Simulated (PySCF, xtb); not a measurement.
CH11NOSi3, SMILES C[Si@@H]([SiH3])O[SiH2]N. Other conformers were not sampled.

Harmonic wavenumbers (cm⁻¹) from xtb with GFN2-xTB at its own minimum, in rising order: 17, 51, 61, 71, 120, 127, 161, 211, 228, 285, 428, 436, 463, 522, 551, 567, 598, 611, 683, 733, 747, 784, 791, 811, 816, 828, 829, 844, 900, 1063, 1372, 1489, 1491, 1524, 2146, 2178, 2202, 2209, 2222, 2270, 3021, 3027, 3037, 3473, 3519.

What does PySCF with PBE-D3(BJ)/def2-SVP give at its own minimum? (Estimate from the structure and the level; the computed values follow.)

31, 46, 93, 137, 153, 164, 204, 218, 275, 315, 343, 388, 461, 499, 538, 578, 652, 703, 737, 770, 784, 828, 848, 860, 872, 902, 910, 914, 922, 1013, 1213, 1375, 1382, 1489, 2123, 2132, 2142, 2150, 2182, 2201, 2975, 3078, 3082, 3508, 3606. Paired by order, the mean absolute difference is 50 cm⁻¹ and the zero-point energies are 72.2 and 72.6 kcal/mol.
